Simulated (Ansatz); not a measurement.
Input for Ansatz (a first-principles code): U-B3LYP/def2-TZVPP on CdH2Se (SMILES [SeH][CdH]), a point of a bond scan (R = 1.673 Å). Elements past Kr take the def2 small-core potentials; no spin–orbit coupling.

Ansatz 0.2 input:
```yaml
crystal:
  periodic: [false, false, false]
  atoms:
    - {symbol: Cd, position_ang: [-0.57782857, -0.43492185, -0.71648612]}
    - {symbol: H, position_ang: [-1.52689535, -1.15540024, -1.89055280]}
    - {symbol: Se, position_ang: [0.83268525, 0.66552990, 1.01516222]}
    - {symbol: H, position_ang: [0.95136823, -0.59636766, 1.76637103]}
basis:
  gaussian:
    orbitals: def2-TZVPP
hamiltonian:
  xc: {name: B3LYP}
magnetization: {spin_polarized: true, initial_magnetization: 0}
```

The log:

```
WARN ansatz: RAYON_NUM_THREADS=1 ignored (pool sized by the plan → 1); use --threads N
Functional definition: B3LYP
integrals: 0.05 GiB planned
929 factors; their error is unknown
mean field: 0.67 GiB planned
mean field evaluation 1: about -69948.7781 eV, gradient 1.7e1 eV
mean field evaluation 2: about -69947.6708 eV, gradient 2.4e1 eV
mean field evaluation 4: about -69950.2597 eV, gradient 7.9e-1 eV
mean field evaluation 8: about -69950.6532 eV, gradient 7.9e-2 eV
mean field evaluation 16: about -69950.6532 eV, gradient 5.7e-5 eV
mean field -69950.65318611 eV, -2570.6390903338 hartree, gradient 5.7e-5 eV, S^2 0.000000; 0 other end points of the search recorded, 0 dependent functions left out
reference -69950.65341029 eV, -2570.6390985724 hartree; 28, 28 occupied and 104, 104 virtual orbitals, 929 factors
Total energy: -69950.65341029 eV, -2570.6390985724 hartree
```

Self-consistency was reached.

Cost: about 8 core-seconds (a rough figure).
